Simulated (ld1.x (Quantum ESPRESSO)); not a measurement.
What one change does to a pseudopotential (Mg (Z = 12), TM)

ld1.x (Quantum ESPRESSO) 7.5 input, shortened:

```
&input
   title='Mg', zed=12., rel=1, dft='PZ', iswitch=3,
   config='[Ne] 3s2 3p0 3d-2'
 /
 &inputp
   pseudotype=2, tm=.true., lloc=-2, rcloc=3.40,
   nlcc=.false.
 /
3
3S  1  0   2.00   0.00  2.55  2.55  0.0
3P  2  1   0.00   0.00  3.80  3.80  0.0
3D  3  2  -2.00   0.20  3.85  3.85  0.0
 &test
   configts(1)='3s2 3p0'
 /
```

Change: local potential all-electron potential smoothed inside 3.44 bohr (lloc = -2).

Cutoffs: the cutoffs (Ry, on a coarse ladder) from which the occupation-weighted sum of valence levels, in a spherical-Bessel basis at the reference potential, stays within 10 and 1 mRy of its value at 400 Ry; they do not see the model core or the augmentation charge, which bear on the density cutoff. Errors are all-electron minus pseudo energies relative to the spin-unpolarised reference configuration.

Question: Predict the effect on cutoff, ghosts and configuration errors.

Answer: The potential gets neither clearly harder nor softer (6 Ry and 18 Ry → 6 Ry and 18 Ry); a bound ghost appears in s, which as a rule spoils a file; of the 7 tests that both files solve, the error grows in 0 and shrinks in 1 by more than 15 % and 0.3 meV (median size 20.3 → 17.3 meV). In the separable form a ghost depends on how the local part lies against the semilocal potential of the channel, so the choice of the local part can create or remove one.

| quantity | base | changed |
| --- | --- | --- |
| cutoff, loose | 6 Ry | 6 Ry |
| cutoff, tight | 18 Ry | 18 Ry |
| bound ghosts | none | s |
| error for 3s1 3p0, meV [ΔE 8.07 eV] | +20 | +17 |
| error for 3s1.5 3p0, meV [ΔE 3.19 eV] | +1.9 | +1.0 |
| error for 3s1 3p1, meV [ΔE 3.52 eV] | +11 | +11 |
| error for 3s0 3p2, meV [ΔE 7.27 eV] | +62 | +62 |
| error for 3s0 3p1, meV [ΔE 12.47 eV] | +108 | +108 |
| error for 3s1 3p0 (spin-polarised), meV [ΔE 7.75 eV] | +106 | +102 |
| error for 3s1.5 3p0 (spin-polarised), meV [ΔE 3.14 eV] | +12 | +11 |
| s: phases at 4.20 bohr within 0.05 rad from the reference energy up to (Ry; the scan ends near 5) | 0.6 | 0.5 |
| p: phases at 4.20 bohr within 0.05 rad from the reference energy up to (Ry; the scan ends near 5) | 1.2 | 1.2 |
| d: phases at 4.20 bohr within 0.05 rad from the reference energy up to (Ry; the scan ends near 5) | 1.5 | 1.5 |

 A true bound ghost makes a file unfit for plane-wave use even where its test errors are small: the radial tests pick states by their node count and pass the ghost by.
